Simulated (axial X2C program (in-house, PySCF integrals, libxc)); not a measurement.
## Outer orbitals of CaH at 1.986 Å, B3LYP

Computed with an in-house all-electron X2C program for linear molecules (integrals from PySCF). Spin-free means the one-electron spin-free X2C Hamiltonian; two-component (2c) means X2C with spin–orbit coupling and atomic mean-field two-electron Coulomb and Gaunt terms, so the difference of the two also holds small scalar two-electron terms. Basis: Ca dyall-cv3z [11s12p6d4f], H dyall-v3z [6s2p1d] (cores contracted in-house); Gaussian nuclei, density fitting, unrestricted open shells. Masses: Ca 39.963 u, H 1.008 u.

The distance is close to the 2c PBE0 minimum; the highest filled and lowest empty levels are listed.

Spin-free orbitals, state M_S = 1/2, Λ = 0 (beyond evenly filled blocks: σα) (Löwdin shares):

```
symmetry  occupied  ε (eV)              atomic character
     π-α       yes  -29.35                     100% Ca p
     π+α       yes  -29.35                     100% Ca p
     π+β       yes  -29.29                     100% Ca p
     π-β       yes  -29.29                     100% Ca p
      σα       yes  -29.18                      99% Ca p
      σβ       yes  -28.98                      99% Ca p
      σα       yes   -6.42   59% H s, 23% Ca s, 10% Ca d
      σβ       yes   -6.05   57% H s, 24% Ca s, 10% Ca d
      σα       yes   -3.92  58% Ca s, 27% Ca p, 10% Ca d
      σβ        no   -2.24  60% Ca s, 25% Ca p, 10% Ca d
     π-α        no   -1.22            87% Ca p, 13% Ca d
     π+α        no   -1.22            87% Ca p, 13% Ca d
      σα        no   -0.89            52% Ca d, 46% Ca p
```

Spinors with spin–orbit coupling (state Ω = 1/2):

| ω | occupied | ε (eV) | atomic character | λ mixture |
| --- | --- | --- | --- | --- |
| -1/2 | yes | -29.51 | 100% Ca p | 91% π, 9% σ |
| 1/2 | yes | -29.49 | 100% Ca p | 78% π, 22% σ |
| 3/2 | yes | -29.21 | 100% Ca p | 100% π |
| -3/2 | yes | -29.15 | 100% Ca p | 100% π |
| 1/2 | yes | -29.07 | 99% Ca p | 78% σ, 22% π |
| -1/2 | yes | -28.92 | 99% Ca p | 91% σ, 9% π |
| 1/2 | yes | -6.42 | 59% H s, 23% Ca s, 10% Ca d | 100% σ |
| -1/2 | yes | -6.05 | 57% H s, 24% Ca s, 10% Ca d | 100% σ |
| 1/2 | yes | -3.92 | 58% Ca s, 27% Ca p, 10% Ca d | 100% σ |
| -1/2 | no | -2.24 | 60% Ca s, 25% Ca p, 10% Ca d | 100% σ |
| -1/2 | no | -1.22 | 87% Ca p, 13% Ca d | 100% π |
| 3/2 | no | -1.21 | 87% Ca p, 13% Ca d | 100% π |
| 1/2 | no | -0.89 | 52% Ca d, 46% Ca p | 100% σ |

Mulliken charges and populations of the two-component result (they depend on the basis, above all on diffuse functions):

Ca 0.39 e (s 7.07 p 12.27 d 0.25 f 0.01), H -0.39 e (s 1.39 p 0.01). ⟨Lz⟩ = 0.00 ħ and ⟨Sz⟩ = 0.50 ħ (0.45 and 0.05 on the two atoms), which add up to Ω.

The state is one determinant whose occupation by symmetry is held fixed; it was picked as the lowest of a PBE0 search that is not exhaustive. Density functionals use the spin component along the axis (collinear).
